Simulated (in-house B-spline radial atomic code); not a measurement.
# Binding energies in the lanthanum ion La⁶⁺

NIST's tabulated ground configuration is [Kr] 4d10 5s2 5p3; each binding energy is the energy of the ion with one electron taken from that subshell, relaxed, less that of the parent. Level of theory: Dirac-Hartree-Fock, average of configuration, Fermi nucleus of rms radius 4.855 fm; calculated with an all-electron radial atomic-structure program (B-spline basis). Energies include first-order Breit, QED and recoil terms.

```tsv
subshell	X-ray name	binding energy (eV)	-ε (eV)	relaxation (eV)
1s	K	39011.4	39225.5	66.6
2s	L1	6359.6	6410.0	34.3
3s	M1	1455.3	1471.8	13.7
3d3/2	M4	936.8	953.1	15.5
3d5/2	M5	920	935.6	15.2
4s	N1	367	371.4	3.8
4d3/2	N4	186.5	189.6	3.1
4d5/2	N5	183.5	186.5	3.1
5s	O1	108.4	109.0	0.4
5p	O2,3	88.79	89.17	0.33
```

Relaxation = -ε minus the binding energy without Breit, QED and recoil terms.

(1) What does it cost to remove two 4s electrons?

(2) What does it cost to remove both a 2s and a 5p electron?

(3) What does it cost to remove two 3d5/2 electrons?

## Answers

(1) 764.12 eV, which is 30.15 eV more than the two single binding energies together.

(2) 6466.4 eV, which is 18.03 eV more than the two single binding energies together.

(3) 1902.7 eV, which is 62.57 eV more than the two single binding energies together.
